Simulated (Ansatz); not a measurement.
System: CPt, charge 0, multiplicity 1. SMILES: [C][Pt]
Structure (B3LYP-D3(BJ)/def2-TZVP (Ansatz, a first-principles code) minimum search):
```xyz
2

Pt     0.0000     0.0000    -0.1197
C      0.0000     0.0000     1.5562
```
Charge 0, spin multiplicity 1.

Quantity: vertical ionisation energy (to the doublet state of charge +1; each state is the SCF solution reached for its spin; for the doublet T1 is 0.048; for the singlet the Hartree-Fock reference is unstable and T1 is 0.042), in eV. Correlated levels leave the core frozen unless marked. UHF or UKS for open shells. No spin-orbit coupling. Frozen are the shells of the preceding noble gas and the d and f shells that filled before the atom's block. Past Kr the def2 sets carry scalar-relativistic core potentials. CBS(X,Y): correlation extrapolated as X^-3; Hartree-Fock from the larger set.

```json
[
 {"level": "SVWN5/def2-TZVPD", "program": "Ansatz", "vertical ionisation energy (eV)": "9.64"},
 {"level": "PBE/def2-TZVPD", "program": "Ansatz", "vertical ionisation energy (eV)": "9.30"},
 {"level": "r2SCAN/def2-TZVPD", "program": "Ansatz", "vertical ionisation energy (eV)": "9.22"},
 {"level": "B3LYP/def2-TZVPD", "program": "Ansatz", "vertical ionisation energy (eV)": "9.26"},
 {"level": "PBE0/def2-TZVPD", "program": "Ansatz", "vertical ionisation energy (eV)": "9.10"},
 {"level": "BHLYP/def2-TZVPD", "program": "Ansatz", "vertical ionisation energy (eV)": "8.85"},
 {"level": "CAM-B3LYP/def2-TZVPD", "program": "Ansatz", "vertical ionisation energy (eV)": "[?]"},
 {"level": "wB97M-V/def2-TZVPD", "program": "Ansatz", "vertical ionisation energy (eV)": "8.87"},
 {"level": "wB97X-V/def2-TZVPD", "program": "Ansatz", "vertical ionisation energy (eV)": "[?]"},
 {"level": "CCSD/def2-SVPD", "program": "Ansatz", "vertical ionisation energy (eV)": "[?]"},
 {"level": "CCSD/def2-TZVPPD", "program": "Ansatz", "vertical ionisation energy (eV)": "9.01"},
 {"level": "CCSD/def2-QZVPPD", "program": "Ansatz", "vertical ionisation energy (eV)": "[?]"},
 {"level": "CCSD(T)/CBS(def2-TZVPPD,def2-QZVPPD)", "program": "Ansatz", "vertical ionisation energy (eV)": "9.32"}
]
```

Task: Complete the blanks.

Result: 
- CAM-B3LYP/def2-TZVPD, vertical ionisation energy (eV): 9.12
- wB97X-V/def2-TZVPD, vertical ionisation energy (eV): 8.89
- CCSD/def2-SVPD, vertical ionisation energy (eV): 8.99
- CCSD/def2-QZVPPD, vertical ionisation energy (eV): 9.08
